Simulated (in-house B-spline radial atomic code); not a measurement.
**I7+: [Ar] 3d10 4s2 (4p1/2)2 (4p3/2)3 4d10 5s1 (an excited or competing configuration)**

Computed with a radial B-spline atomic code at the basis-set limit: Dirac-Hartree-Fock, average of the jj configuration, Fermi nucleus of rms radius 4.75 fm.

Z_r = [3n² - l(l+1)]/(2<r>); Z_e = n√(-2ε); the last column is Slater's effective charge. Values are occupation-weighted means over j. An effective charge above Z reflects the relativistic contraction of the inner shells.

| shell | electrons | ε (eV) | <r> (bohr) | Z_r | Z_e | Slater |
| --- | --- | --- | --- | --- | --- | --- |
| 1s | 2 | -33469 | 0.02722 | 55.11 | 49.60 | 52.70 |
| 2s | 2 | -5358 | 0.1166 | 51.47 | 39.69 | 48.85 |
| 2p | 6 | -4819.8 | 0.1023 | 48.87 | 37.64 | 48.85 |
| 3s | 2 | -1206.4 | 0.3121 | 43.26 | 28.25 | 41.75 |
| 3p | 6 | -1026.6 | 0.3106 | 40.25 | 26.06 | 41.75 |
| 3d | 10 | -755.16 | 0.2873 | 36.54 | 22.35 | 31.85 |
| 4s | 2 | -307.95 | 0.7349 | 32.66 | 19.03 | 25.60 |
| 4p | 5 | -251.34 | 0.779 | 29.53 | 17.19 | 25.60 |
| 4d | 10 | -159.01 | 0.8803 | 23.86 | 13.67 | 14.85 |
| 5s | 1 | -102.53 | 1.654 | 22.67 | 13.73 | 10.55 |

The least bound orbital is 5s1/2 at -102.5 eV, and it is also the most diffuse (<r> = 1.654 bohr). The part-filled 4p shell lies below the filled 4d shell in orbital energy.

For the 1s electron the small component carries 3.81 % of the norm, the zero-frequency Breit interaction raises the level by 81.7 eV, self-energy by 46.85 eV, and vacuum polarisation lowers it by 6.463 eV.
